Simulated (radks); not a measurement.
The nuclear charge of neutral ruthenium is varied continuously with 44 electrons held in [Kr] 4d7 5s1. Method: scalar-relativistic Kohn-Sham, BLYP, spin-polarised, spherical densities, point nucleus; open shells are filled with parallel spins first (spin-orbit coupling, left out, can overturn this in heavy ions); computed with a radial shooting solver on a logarithmic mesh with Libxc functionals. By the Hellmann-Feynman theorem dE/dZ = E(electron-nucleus)/Z, the electronic potential at the nucleus. The scalar-relativistic energy here is not variational (the density holds large components alone), so the two differ by a part that grows with Z.

Z     E (hartree)  E(electron-nucleus)/Z (hartree)  HOMO  e(HOMO) (eV)  <r> HOMO (bohr)
43.8  -4481.71430                         -246.866    4d        -2.054            1.832
44    -4531.36896                         -248.427    4d        -3.879            1.753
44.2  -4581.33773                         -249.986    4d        -5.868            1.687
44.4  -4631.62027                         -251.544    5s        -7.572            3.078
44.6  -4682.21631                         -253.100    5s        -9.192            2.981
44.8  -4733.12568                         -254.656    5s       -10.894            2.893
45    -4784.34824                         -256.210    5s       -12.673            2.813

The central difference of E at Z = 44 is -249.059 hartree, to compare with the third column; the second derivative is -7.85 hartree.
